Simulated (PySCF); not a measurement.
Values are calculated unless marked as measured or tabulated.
# CH4BO2

CH4BO2 is a small molecule (built as: end group CH2), neutral, doublet. The structure, one conformer, was relaxed in the gas phase by PBE0-D3(BJ)/def2-SVP. No frequency run checks that it is a minimum.

SMILES: [CH2]B(O)O

```
atom   x (Å)   y (Å)   z (Å)
  O1   1.099  -0.846  -0.407
  B2   0.082   0.022  -0.107
  O3  -0.096   1.229  -0.731
  C4  -0.919  -0.381   0.996
  H5   1.694  -0.549  -1.101
  H6   0.553   1.435  -1.410
  H7  -0.839  -1.329   1.536
  H8  -1.754   0.264   1.284
```

EPR values by unrestricted B3LYP, IGLO-III on B C O, pcH-1 on H.

(1) Predict g and the largest hyperfine couplings. Where does the spin sit?

(2) How do the isotropic couplings move with BHandHLYP?

## Answers

(1) g = 2.0022, 2.0030, 2.0034. The spin sits on C4 (101 %, bonded to 1 B + 2 H) by Mulliken populations.
| atom | isotope | isotropic (MHz) | dipolar, principal values (MHz) |
| --- | --- | --- | --- |
| C4 | 13C | 61.3 | -71.9, -71.2, 143.1 |
| H7 | 1H | -56.7 | -34.8, -1.1, 35.8 |
| H8 | 1H | -56.7 | -34.8, -1.1, 35.8 |
| B2 | 11B | -30.2 | -6.0, 2.0, 4.0 |
| O3 | 17O | -0.9 | -11.7, 5.1, 6.7 |
| O1 | 17O | -0.9 | -11.7, 5.0, 6.6 |

(2) C4 61.3 to 79.5 MHz, H7 -56.7 to -65.3 MHz, H8 -56.7 to -65.3 MHz, B2 -30.2 to -35.3 MHz.
